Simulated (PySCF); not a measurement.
Compound: B₂F₂H₃N.
Atom-mapped SMILES: `[NH2:1][BH:2][B:3]([F:4])[F:5]` (hydrogens: H6, H7 on N1; H8 on B2)

Cartesian coordinates in Å at the GFN2-xTB level; atoms count from 1:
```xyz
8
B2F2H3N angstrom
N     -1.3291   -0.1631    0.2021
B     -0.1974    0.4318   -0.3158
B      1.3591   -0.1192    0.0041
F      2.1149    0.2918    1.0182
F      2.0229   -0.9910   -0.7495
H     -2.2654    0.1597    0.0169
H     -1.3193   -0.9670    0.8088
H     -0.3766    1.3664   -1.0094
```

PySCF closed-shell single points with density fitting, gas phase. The input was altered on purpose; the results of an altered input aren't properties of the species above.

What comes out at wB97X/pcSseg-1 with: at most 70 cycles, all coordinates scaled by 0.97?

E = -305.9894 Eh; HOMO -11.19 eV, LUMO 2.31 eV (gap 13.50 eV), in 10 cycles. The distance N1···B2 goes from 1.379 to 1.338 Å, the nuclear repulsion from 144.78 to 149.26 Eh (it goes as one over the scale factor).

The SCF part of the output:
```
final grid: 72736 points
cycle   1  E = -305.9010957490  dE =  8.589e-01  |g| = 6.929e-01  |ddm| = 2.396e+00
cycle   2  E = -305.9218505384  dE = -2.075e-02  |g| = 7.060e-01  |ddm| = 6.312e-01
cycle   3  E = -305.9888387767  dE = -6.699e-02  |g| = 3.843e-02  |ddm| = 2.910e-01
cycle   4  E = -305.9893031856  dE = -4.644e-04  |g| = 1.369e-02  |ddm| = 5.531e-02
cycle   5  E = -305.9893541117  dE = -5.093e-05  |g| = 4.673e-03  |ddm| = 1.884e-02
cycle   6  E = -305.9893585605  dE = -4.449e-06  |g| = 1.318e-03  |ddm| = 4.287e-03
cycle   7  E = -305.9893591107  dE = -5.502e-07  |g| = 2.033e-04  |ddm| = 2.244e-03
cycle   8  E = -305.9893591357  dE = -2.498e-08  |g| = 4.585e-05  |ddm| = 6.654e-04
cycle   9  E = -305.9893591369  dE = -1.212e-09  |g| = 1.048e-05  |ddm| = 1.336e-04
cycle  10  E = -305.9893591369  dE = -5.900e-11  |g| = 3.118e-06  |ddm| = 2.681e-05
converged SCF energy = -305.9893591369
```

What comes out at wB97X/pcSseg-1 with: at most 54 cycles, bond N1–B2 scaled by 1.3, all coordinates scaled by 1.1?

E = -305.8437 Eh; HOMO -9.40 eV, LUMO -0.25 eV (gap 9.15 eV), in 12 cycles. The distance N1···B2 goes from 1.379 to 1.972 Å, the nuclear repulsion from 144.78 to 130.75 Eh. Only B2 was moved, along that bond; its nearest neighbour is now H8 at 1.170 Å. With bonds stretched this far the closed-shell solution need not be the lowest.

Coordinates of the altered input:
```
atom  x, y, z in Å
N1    -1.4618   -0.1815    0.2214
B2     0.1558    0.6737   -0.5151
B3     1.4952   -0.1298    0.0042
F4     2.3278    0.3218    1.1190
F5     2.2246   -1.0883   -0.8261
H6    -2.4920    0.1734    0.0188
H7    -1.4507   -1.0691    0.8844
H8    -0.4156    1.5075   -1.1035
```
